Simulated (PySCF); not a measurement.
A geometry optimisation, step by step.

Species: [ReO4]- (charge -1 and singlet state).
Bonds: Re1–O2, Re1–O3, Re1–O4, Re1–O5.

Method: PBE0-D3(BJ)/def2-SVP geometry optimisation, gas phase, def2 core potentials past Kr in PySCF; density fitting, grid level 1; the optimiser is geomeTRIC in internal coordinates, started from a GFN2-xTB structure with every atom displaced at random (about 0.03 Å). The frame can shift and turn from step to step; on so coarse a grid that alone can change the energy by a few meV, and forces under 0.02 eV/Å are noise.

Step 0: E = -10308.1106 eV, largest atomic force 10.266 eV/Å
```
atom  x, y, z in Å  |  force x, y, z in eV/Å
Re1     0.061   -0.077    0.013   -9.335   3.356  -0.082
O2     -0.007   -0.031    1.686    0.483  -0.328   3.943
O3      1.532    0.003   -0.600    9.721  -0.226  -3.292
O4     -0.705    1.393   -0.556    0.044  -0.572   0.221
O5     -0.806   -1.399   -0.605   -0.913  -2.231  -0.790
```

Step 1: E = -10308.8566 eV, largest atomic force 2.336 eV/Å
```
atom  x, y, z in Å  |  force x, y, z in eV/Å
Re1    -0.006   -0.007   -0.017    1.653  -1.237   0.479
O2      0.022   -0.053    1.747   -0.171   0.162  -1.881
O3      1.672   -0.049   -0.598   -2.225   0.173   0.691
O4     -0.785    1.440   -0.576    0.171  -0.513   0.195
O5     -0.829   -1.440   -0.619    0.572   1.415   0.516
```

Step 2: E = -10308.9714 eV, largest atomic force 1.287 eV/Å
```
atom  x, y, z in Å  |  force x, y, z in eV/Å
Re1     0.008   -0.017   -0.014    1.216  -0.415   0.056
O2      0.018   -0.047    1.716   -0.048   0.041  -0.088
O3      1.656   -0.047   -0.594   -0.826   0.069   0.242
O4     -0.781    1.409   -0.565   -0.225   0.393  -0.155
O5     -0.825   -1.408   -0.605   -0.118  -0.086  -0.055
```

Step 3: E = -10308.9808 eV, largest atomic force 0.561 eV/Å
```
atom  x, y, z in Å  |  force x, y, z in eV/Å
Re1     0.019   -0.025   -0.011   -0.358   0.366  -0.228
O2      0.021   -0.043    1.715    0.044  -0.022   0.128
O3      1.644   -0.043   -0.596    0.087  -0.019  -0.018
O4     -0.782    1.412   -0.568    0.192  -0.289   0.111
O5     -0.828   -1.411   -0.602    0.035  -0.036   0.008
```

Step 4: E = -10308.9827 eV, largest atomic force 0.072 eV/Å
```
atom  x, y, z in Å  |  force x, y, z in eV/Å
Re1     0.015   -0.022   -0.013   -0.036  -0.054   0.030
O2      0.026   -0.042    1.716    0.007   0.004  -0.004
O3      1.641   -0.042   -0.598    0.038   0.002  -0.019
O4     -0.780    1.410   -0.568   -0.019   0.033  -0.015
O5     -0.827   -1.414   -0.600    0.011   0.015   0.008
```

Step 5: E = -10308.9828 eV, largest atomic force 0.023 eV/Å
```
atom  x, y, z in Å  |  force x, y, z in eV/Å
Re1     0.014   -0.022   -0.012    0.021   0.010   0.001
O2      0.029   -0.040    1.717    0.002   0.002  -0.003
O3      1.640   -0.042   -0.601   -0.012   0.000   0.000
O4     -0.782    1.409   -0.568   -0.004  -0.004   0.001
O5     -0.826   -1.415   -0.598   -0.006  -0.008   0.002
```

Q: Summarise the path.

A: The energy falls by 84.15 kJ/mol from step 0 to step 5; nine tenths of that is first reached at step 2. It falls at every step. The largest force goes from 10.266 to 0.023 eV/Å. Among the bonds Re1–O3 changes most, from 1.595 to 1.729 Å; the atoms move by 0.075 Å rms after alignment.

Q: Follow the three bonds and two angles with the largest change from start to end.

A: 
```tsv
step	E above end (kJ/mol)	largest force (eV/Å)	Re1–O3 (Å)	Re1–O2 (Å)	Re1–O5 (Å)	O3–Re1–O4 (°)	O2–Re1–O3 (°)
0	84.15	10.266	1.595	1.676	1.697	103.7	114.8
1	12.17	2.336	1.775	1.765	1.758	109.8	108.2
2	1.10	1.287	1.747	1.730	1.726	109.9	109.0
3	0.19	0.561	1.727	1.726	1.729	109.5	109.7
4	0.01	0.072	1.728	1.729	1.730	109.5	109.4
5	0.00	0.023	1.729	1.729	1.729	109.5	109.4
```

What follows is the cost of the whole optimisation. Hardware: one thread of an Arm Neoverse V2, no GPU, shared host. Cost: 20 s of wall time, 0.34 GiB resident at most.
